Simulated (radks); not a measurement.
Problem. Excited configurations of Ba III: one electron is placed in a higher orbital outside [Kr] 4d10 5s2 5p5. The ground configuration is [Xe]. Method: Dirac Kohn-Sham, LDA (Slater exchange, Perdew-Wang correlation), spin-unpolarised, spherical densities, point nucleus; open shells fill j = l - 1/2 first; computed with a radial shooting solver on a logarithmic mesh with Libxc functionals. Excitation = E - E(ground); binding = E(ion) - E, where the ion is the core of charge +3; n* = 3/sqrt(2 binding) in atomic units, and the quantum defect is n - n*.

outer orbital  excitation (eV)  binding (eV)     n*  quantum defect  eigenvalue (eV)  <r> (bohr)
5d3/2                   17.524        18.394  2.580           2.420          -14.343       2.694
6s1/2                   18.770        17.148  2.672           3.328          -14.463       3.759
6f5/2                   30.761         5.156  4.873           1.127           -4.281       10.12
7s1/2                   26.832         9.085  3.671           3.329           -7.800       6.979
7d3/2                   30.291         5.627  4.665           2.335           -4.791       10.28
7f5/2                   32.276         3.642  5.798           1.202           -3.094       15.33

Estimate the row for 4f5/2.

Solution. excitation (eV) 20.178; binding (eV) 15.740; n* 2.789; quantum defect 1.211; eigenvalue (eV) -9.400; <r> (bohr) 1.650. The Delta-SCF ionisation energy is 35.918 eV (NIST Atomic Spectra Database: 35.844 eV, measured). Self-interaction in the functional shifts the binding energies and quantum defects, so they are the method's values and not measured ones. Spin polarisation and multiplet splitting are left out, so open shells lie too high by an amount that depends on their filling.

Beside tabulated values, note that spin-unpolarised runs miss the spin-polarisation part of the exchange energy of open shells.
